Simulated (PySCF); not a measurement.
Excitations are Tamm–Dancoff values on a coarser integration grid. The basis has no diffuse functions, so Rydberg states are missing or too high.

Cartesian coordinates (Å):
SMILES: FC(F)(F)/C=C\c1ccccc1
```xyz
19

F     -4.0444     0.6170     0.4398
C     -2.7472     0.3358     0.5972
F     -2.6109    -0.1730     1.8362
F     -2.0836     1.4937     0.5791
C     -2.3019    -0.6177    -0.4664
C     -1.0504    -0.8685    -0.8798
C      0.2412    -0.3598    -0.4052
C      1.2998    -0.2918    -1.3257
C      2.5507     0.1832    -0.9461
C      2.7737     0.5768     0.3725
C      1.7400     0.4860     1.3044
C      0.4852     0.0223     0.9238
H     -3.1346    -1.1298    -0.9538
H     -0.9724    -1.5566    -1.7293
H      1.1296    -0.6083    -2.3583
H      3.3573     0.2397    -1.6806
H      3.7566     0.9434     0.6774
H      1.9142     0.7740     2.3437
H     -0.3029    -0.0664     1.6711
```
Charge 0, multiplicity 1.

Question: Estimate the S1 excitation (TDA), HOMO–LUMO gap and LUMO that PBE0-D3(BJ)/def2-TZVP // PBE0-D3(BJ)/def2-SVP (PySCF 2.14.0) returns for this input.

Answer: 
```
Property               Result
-------------------  --------
S1 excitation (TDA)   4.89 eV
HOMO–LUMO gap         5.48 eV
LUMO                 -1.62 eV
```
